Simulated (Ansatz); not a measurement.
Sc₈O₁₂. Charge 0, multiplicity 1. Geometry PBE-D4/def2-SVP.

Cartesian coordinates in Å:
```
Sc -1.493 -1.237 -0.754
Sc -0.471 -3.811 -3.558
Sc 0.191 -0.943 1.752
Sc 0.597 1.019 -1.066
Sc 0.524 0.801 4.006
Sc -1.692 1.123 1.277
Sc 1.127 -1.820 -2.168
Sc 0.553 3.011 1.171
O -0.924 -2.377 -2.391
O 1.357 -0.689 3.305
O -1.740 -1.166 1.144
O -1.463 0.691 -0.816
O 0.405 0.999 1.089
O 1.280 -3.423 -3.387
O 1.847 2.628 -0.482
O 0.538 -1.332 -0.285
O 0.480 3.112 -0.860
O -1.063 0.433 3.118
O -1.305 2.986 1.482
O 1.251 -0.005 -2.579
```

Single mean-field runs in def2-SVP, def2-TZVP are fitted with def2-universal-jkfit. The structure holds one bond between oxygen atoms, so isomers without such links may lie far lower. At PBE-D4/def2-SVP the restricted singlet is unstable: a solution with broken spin symmetry lies lower. The restricted singlet is unstable towards broken spin symmetry at other levels; at PBE-D4/def2-TZVP, PBE0-D4/def2-SVP, PBE0-D4/def2-TZVP, r2SCAN0-D4/def2-TZVP this wasn't settled. Another isomer (singlet) lies 3.40 eV lower at PBE0-D4/def2-TZVP; other spin states weren't run for this one.

Problem. Estimate the orbital energies around the gap (eV) in Ansatz with PBE-D4/def2-SVP, PBE-D4/def2-TZVP, PBE0-D4/def2-SVP, PBE0-D4/def2-TZVP, r2SCAN0-D4/def2-TZVP.

Solution. 
| orbital | PBE-D4/def2-SVP | PBE-D4/def2-TZVP | PBE0-D4/def2-SVP | PBE0-D4/def2-TZVP | r2SCAN0-D4/def2-TZVP |
| --- | --- | --- | --- | --- | --- |
| HOMO−13 | -6.99 | -7.14 | -8.54 | -8.64 | -8.87 |
| HOMO−12 | -6.96 | -7.11 | -8.47 | -8.56 | -8.78 |
| HOMO−11 | -6.81 | -6.94 | -8.33 | -8.41 | -8.64 |
| HOMO−10 | -6.77 | -6.91 | -8.24 | -8.35 | -8.58 |
| HOMO−9 | -6.66 | -6.81 | -8.12 | -8.22 | -8.44 |
| HOMO−8 | -6.59 | -6.73 | -8.06 | -8.16 | -8.38 |
| HOMO−7 | -6.52 | -6.67 | -8.01 | -8.11 | -8.34 |
| HOMO−6 | -6.41 | -6.55 | -7.86 | -7.95 | -8.17 |
| HOMO−5 | -6.39 | -6.53 | -7.82 | -7.91 | -8.12 |
| HOMO−4 | -6.25 | -6.39 | -7.74 | -7.83 | -8.06 |
| HOMO−3 | -6.03 | -6.18 | -7.51 | -7.60 | -7.82 |
| HOMO−2 | -5.87 | -5.98 | -7.35 | -7.42 | -7.63 |
| HOMO−1 | -5.33 | -5.48 | -6.86 | -6.94 | -7.15 |
| HOMO | -3.15 | -3.28 | -3.45 | -3.56 | -3.57 |
| LUMO | -3.14 | -3.26 | -3.08 | -3.18 | -3.20 |
| LUMO+1 | -2.08 | -2.26 | -1.38 | -1.56 | -1.49 |
| LUMO+2 | -1.97 | -2.21 | -1.29 | -1.52 | -1.46 |
| LUMO+3 | -1.93 | -2.14 | -1.08 | -1.41 | -1.34 |
| LUMO+4 | -1.89 | -2.09 | -1.06 | -1.34 | -1.19 |
| LUMO+5 | -1.84 | -2.01 | -0.97 | -1.09 | -0.98 |
